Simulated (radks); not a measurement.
Hg75+, 5 electrons, occupied as [He] 2s2 2p1. Calculated with a radial shooting solver on a logarithmic mesh with Libxc functionals: scalar-relativistic Kohn-Sham, PBEsol, spin-polarised, spherical densities, finite nucleus; open shells are filled with parallel spins first (spin-orbit coupling, left out, can overturn this in heavy ions); Fermi nuclear charge, rms radius 5.4648 fm. Some entries of the table are withheld. Estimate them.

orbital,occ.,eigenvalue (hartree),r(max) (bohr),<r^2> (bohr^2)
1s up,1,-3393.390,0.01022,0.0003785
1s down,1,-3392.490,0.01021,0.0003783
2s up,1,-835.9101,(1),(2)
2s down,1,-834.2400,(3),(4)
2p up,1,-767.5958,0.04747,0.004422
2p down,0,-765.6583,0.04752,0.004433

Answer. 
(1) 2s up r(max) (bohr): 0.05783
(2) 2s up <r^2> (bohr^2): 0.005376
(3) 2s down r(max) (bohr): 0.05786
(4) 2s down <r^2> (bohr^2): 0.005386
